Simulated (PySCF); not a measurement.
Consider H2Se3, (H2Se3). Atom numbers as in the mapped SMILES `[SeH:1][Se:2][SeH:3]`.

These are calculated values, PBE0-D3(BJ)/ma-def2-SVP in PySCF (grid level 2) at geometries from PBE0-D3(BJ)/def2-SVP. The prefix ma- adds one diffuse s and one diffuse p function on all atoms but H. Thermal corrections: GFN2-xTB frequencies, unscaled, ideal gas at 298.15 K and 1 bar, quasi-RRHO entropy. These were taken at the GFN2-xTB minima.

Question: What are the vertical and the adiabatic ionisation energy for forming the radical cation?

Answer: 9.06 eV vertical and 8.35 eV adiabatic, the latter with zero-point energy.

Question: Where does the unpaired spin of the relaxed radical cation sit?

Answer: Se2 (selenium) 0.47, Se1 (selenium) 0.28, Se3 (selenium) 0.26 (intrinsic atomic orbital populations).

Question: What oxidation potential follows in acetonitrile (IEF-PCM), given that Fc+/Fc comes at 4.48 V absolute with this functional and basis?

Answer: In the gas phase ΔG of oxidation is 8.302 eV, and solvation is -13.3 kJ/mol for the parent and -235.0 kJ/mol for the product, so the absolute potential is 6.00 V, or 1.53 V against Fc+/Fc. Fc+/Fc in acetonitrile, 4.48 V, is PBE0-D3(BJ)/ma-def2-SVP on PBE0-D3(BJ)/def2-SVP structures with GFN2-xTB thermal terms. Benchmark calculations put it near 5.0 V in acetonitrile and DMSO, so it is about 0.5 V low, and the value against it can read up to that much too high. The solvent is electrostatics only, on gas-phase structures; the absolute scale refers to an electron at rest in vacuum.

Question: How far is −ε(HOMO) from the vertical value by ΔSCF?

Answer: −ε(HOMO) = 7.12 eV, which is 1.94 eV below the ΔSCF value.

Note: ma-def2-SVP is a small basis, whose errors can reach tens of kJ/mol; spin-orbit coupling is left out of the energies, which matters for open shells on the heavier atoms; atoms from Ga to Kr are treated without relativity.

Differences come from unrounded values, so a last digit can differ from that of the printed terms.
